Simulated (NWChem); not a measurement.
SiO₂ anion, doublet; SMILES of the neutral closed-shell parent O=[Si]=O

```xyz
3

O      1.4759     0.0000    -0.2647
Si     0.0000     0.0000     0.3025
O     -1.4759     0.0000    -0.2647
```
Atoms are numbered in this order, from 1.

Computed with NWChem. Pople sets run with spherical d functions. Spin-unrestricted. In the optimisation the excess spin sits in a1 (C2v, its own frame). Sets without diffuse functions describe the anion's extra electron poorly. The geometry was optimised at B3LYP/def2-SVPD, spin-unrestricted. The spin multiplicity was typed, not searched, and may not be the lowest. No stability test was run on the SCF state. The highest occupied level is positive in some or all of these runs, so the extra electron may be held by the finite basis. Level r2SCAN/6-31G*: energy and gradient on several grids; changes count from the extra-fine grid, which is no exact limit either.

Problem. Which is the coarsest grid (coarse; fine; medium; xfine; xcoarse) from which on the energy stays within 100 μHa and each gradient component within 200 μHa/bohr of xfine?

Solution. medium.
```csv
grid,size of the energy change (μHa),largest change of a gradient component (μHa/bohr)
xcoarse,3000,1000
coarse,200,300
medium,20,< 30
fine,< 10,90
xfine,< 10,< 30
```
